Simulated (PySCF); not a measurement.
C3H5BF2, SMILES C=C(F)B(C)F. Geometry optimised at PBE0-D3(BJ)/def2-SVP. This is a generated structure with no PubChem entry under its InChIKey; it may be hypothetical. The values are those of a single conformer.

Computed equilibrium geometry at PBE0-D3(BJ)/def2-SVP (PySCF confirms it by a frequency run) as a Z-matrix (one conformer of several):
```
B
F 1 1.3330
C 1 1.5573 2 120.54
H 3 1.0992 1 112.86 2 -24.49
H 3 1.0994 4 110.44 1 126.45
H 3 1.1062 4 107.31 5 115.25
C 1 1.5688 2 116.07 3 178.39
C 7 1.3363 1 125.03 2 0.05
F 7 1.3448 8 119.53 1 -179.96
H 8 1.0910 7 119.07 9 179.93
H 8 1.0932 10 119.13 7 180.00
```
